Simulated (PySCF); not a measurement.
## GaTe at BLYP

Computed with BLYP; Ga cc-pVDZ-PP with ECP10, Te cc-pVDZ-PP with ECP28; scalar-relativistic core potentials (PySCF 2.14).

For GaTe, the state is ²Σ⁺ (doublet), unpaired electrons σ ↑. The bond length is 2.487 Å. The harmonic wavenumber is 227 cm⁻¹, the force constant is 1.37 mdyn/Å and the rotational constant Be is 0.06052 cm⁻¹. The anharmonicity ωexe is 0.806 cm⁻¹ and the vibration–rotation constant αe is 0.000268 cm⁻¹. The well depth De to Ga + Te is 2.74 eV. The dissociation energy D0 is 2.73 eV and the bond order (Mayer) is 1.90. The dipole moment (positive dipole means Ga(−)Te(+)) is -2.27 D.

Spin–orbit coupling is left out, which matters for elements this heavy, above all for dissociation energies. The state is the lowest determinant that a PBE0 search found; another state may lie lower at other levels.
